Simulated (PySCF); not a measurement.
SMILES Cl[Si]([SiH2]B(O)O)(Cl)Cl, GFN2-xTB optimised geometry.

```
12

O      1.52    -1.62     0.00
B      0.17    -1.62     0.00
O     -0.45    -2.81    -0.01
Si    -1.02    -0.03     0.00
Si     0.13     1.95     0.52
Cl    -0.32     3.58    -0.61
Cl     2.15     1.65     0.21
Cl     0.00     2.56     2.45
H      2.00    -0.78     0.01
H      0.13    -3.58    -0.01
H     -2.15    -0.09     0.94
H     -1.67     0.24    -1.30
```

Density from PBE0/def2-TZVP (PySCF 2.14.0) at that geometry.

Minimum of the electron density along straight lines between bonded atoms, close to the bond critical point (lines longer than 1.1 times the sum of covalent radii, or with two minima, are not listed):

```
bond     length / Å  ρ at the minimum / e bohr⁻³  ∇²ρ there / e bohr⁻⁵  position (fraction from the first atom)
-------  ----------  ---------------------------  --------------------  ---------------------------------------
O1–B2         1.353                        0.212                  1.00                                     0.67
B2–O3         1.348                        0.217                  1.02                                     0.33
B2–Si4        1.986                        0.116                   [?]                                     0.61
Si4–Si5       2.345                          [?]                 -0.09                                     0.36
Si5–Cl6       2.029                        0.105                  0.25                                     0.36
Si5–Cl7       2.072                          [?]                  0.21                                     0.36
Si5–Cl8       2.034                        0.104                  0.24                                     0.36
O1–H9         0.959                        0.358                 -2.51                                     0.82
O3–H10        0.961                        0.358                 -2.48                                     0.81
Si4–H11       1.472                        0.121                  0.19                                     0.49
Si4–H12       1.475                        0.120                  0.19                                     0.49
```

Complete the blanks.


- B2–Si4, ∇²ρ there / e bohr⁻⁵: -0.05
- Si4–Si5, ρ at the minimum / e bohr⁻³: 0.090
- Si5–Cl7, ρ at the minimum / e bohr⁻³: 0.097
